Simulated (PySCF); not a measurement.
Species: CH₆OSi₂.
SMILES: `O=C[SiH2][SiH3]`

Computed, not measured: EOM-IP-CCSD/aug-cc-pVDZ in PySCF, restricted Hartree–Fock reference, frozen core, non-relativistic, gas phase, PBE0-D3(BJ)/def2-SVP geometry.

Hartree–Fock orbital energies give these Koopmans values (eV): HOMO 10.61, HOMO-1 11.49, HOMO-2 12.97, HOMO-3 13.17, HOMO-4 13.58, HOMO-5 14.91, HOMO-6 16.14, HOMO-7 18.02.

What vertical ionisation energies does EOM-IP-CCSD give?

```
leading hole (HF orbital)  Koopmans (eV)  EOM-IP-CCSD (eV)  change (eV)  one-hole share
                     HOMO          10.61              9.32        -1.29            0.95
                   HOMO-1          11.49             10.77        -0.72            0.95
                   HOMO-2          12.97             12.21        -0.76            0.94
                   HOMO-3          13.17             12.42        -0.75            0.94
                   HOMO-4          13.58             12.82        -0.76            0.94
                   HOMO-5          14.91             14.27        -0.64            0.93
                   HOMO-6          16.14             14.35        -1.79            0.92
                   HOMO-7          18.02             15.84        -2.18            0.92
```

Does the order of the lines follow the orbital energies?

Yes, no two lines change places. The corrections run from -2.18 to -0.64 eV, with a mean of -1.11 eV over the 8 lines; no line lies above its Koopmans value. Koopmans values leave out both the relaxation of the orbitals and the change in correlation energy.

At what kinetic energies would He I light (21.22 eV) eject these electrons?

11.90 eV (HOMO), 10.45 eV (HOMO-1), 9.01 eV (HOMO-2), 8.80 eV (HOMO-3), 8.40 eV (HOMO-4), 6.95 eV (HOMO-5), 6.87 eV (HOMO-6), 5.38 eV (HOMO-7).

What total energy has the lowest final state, and which wavelength reaches it?

E(CCSD) + ionisation energy = -694.66612 + 0.34250 = -694.32362 Eh, at the geometry of the initial state. The threshold wavelength is 1239.84 eV nm/9.32 eV = 133.0 nm.

Lines less than 0.15 eV apart could change places at a higher level. One root was sought for each valence orbital with −ε under 21 eV, eight at most, so deeper holes and satellites are missing; no vibrational structure.

Conformer computed: `[O:1]=[CH:2][SiH2:3][SiH3:4]`: O1–C2–Si3–Si4 -9°.

One conformer stands for the species.
